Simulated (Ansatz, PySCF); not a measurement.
C₂H₅NOSi, SMILES [SiH2](O)CC#N. Atoms are numbered in the order given.

```xyz
10

N      2.5370     1.2393     0.5569
C      1.7465     0.5777     0.0259
C      0.7107    -0.2312    -0.5945
Si    -0.9538    -0.0681     0.3051
O     -1.9643    -1.0652    -0.5681
H      0.5744     0.0702    -1.6464
H      1.0090    -1.2928    -0.5950
H     -0.7979    -0.5127     1.7184
H     -1.3944     1.3548     0.2761
H     -2.8847    -1.1478    -0.2938
```
Charge 0, spin multiplicity 1.

The structure is a stationary point at B3LYP-D3(BJ)/def2-SVP. This is a generated structure with no PubChem entry under its InChIKey; it may be hypothetical. Other conformers were not sampled.

Two levels are set side by side: PBE-D3(BJ)/def2-SVP (Ansatz, a first-principles code) and B3LYP-D3(BJ)/def2-SVP (Ansatz). Each level has its own optimised geometry; the coordinates shown are those of the second. Frequencies come from the Hessian of PySCF at each geometry. Differences are taken from unrounded values.

```
quantity                            B3LYP-D3(BJ)  PBE-D3(BJ)  PBE-D3(BJ) minus B3LYP-D3(BJ)
----------------------------------  ------------  ----------  -----------------------------
mean bond length (Å)                       1.370       1.379                          0.009
bond N1–C2 (Å)                             1.160       1.173                          0.013
bond C2–C3 (Å)                             1.453       1.452                         -0.001
bond C3–Si4 (Å)                            1.899       1.906                          0.007
bond Si4–O5 (Å)                            1.667       1.680                          0.013
bond C3–H6 (Å)                             1.103       1.111                          0.008
bond C3–H7 (Å)                             1.103       1.111                          0.008
bond Si4–H8 (Å)                            1.490       1.504                          0.014
bond Si4–H9 (Å)                            1.490       1.504                          0.014
bond O5–H10 (Å)                            0.964       0.972                          0.008
highest harmonic wavenumber (cm⁻¹)          3881        3774                           -107
mean harmonic wavenumber (cm⁻¹)             1225        1189                            -36
zero-point energy (kcal/mol)               42.02       40.79                          -1.23
```

GGA bonds tend to be longer and softer than those of functionals with exact exchange. Differences between two approximate levels are no errors against the true value.
